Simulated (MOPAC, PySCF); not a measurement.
H₂Cl₂InN, SMILES `[In]([Cl])([NH2])[Cl]`, neutral singlet in the gas phase. 

Z-matrix (Å, degrees):
```
In
N 1 1.9875
H 2 1.0074 1 119.11
H 2 1.0075 3 111.50 1 -144.40
Cl 1 2.3082 2 121.49 3 21.58
Cl 1 2.3084 2 121.01 3 -163.37
```
Charge 0, multiplicity 1.

All levels are single points at this geometry (CAM-B3LYP-D3(BJ)/def2-TZVP); Pople sets use spherical d functions. Orbital energies aren't observables, and empty levels follow the basis.

AM1 in MOPAC gives HOMO (eV) = -10.49.

Problem. Estimate the HOMO (eV) from each of these levels: CAM-B3LYP-D3(BJ)/def2-TZVP in PySCF; TPSSh-D3(BJ)/def2-TZVP in PySCF; B3LYP/6-311+G** (LANL2DZ on In) in PySCF; B3LYP/6-31G* (LANL2DZ on In) in PySCF; B3LYP/LANL2DZ in PySCF; BP86/6-31G* (LANL2DZ on In) in PySCF; M06-2X/6-31G* (LANL2DZ on In) in PySCF; PM3 in MOPAC.

Solution. 
| level | HOMO (eV) |
|---|---|
| CAM-B3LYP-D3(BJ)/def2-TZVP in PySCF | -9.41 |
| TPSSh-D3(BJ)/def2-TZVP in PySCF | -7.20 |
| B3LYP/6-311+G** (LANL2DZ on In) in PySCF | -7.81 |
| B3LYP/6-31G* (LANL2DZ on In) in PySCF | -7.52 |
| B3LYP/LANL2DZ in PySCF | -7.65 |
| BP86/6-31G* (LANL2DZ on In) in PySCF | -6.52 |
| M06-2X/6-31G* (LANL2DZ on In) in PySCF | -9.19 |
| PM3 in MOPAC | -10.01 |
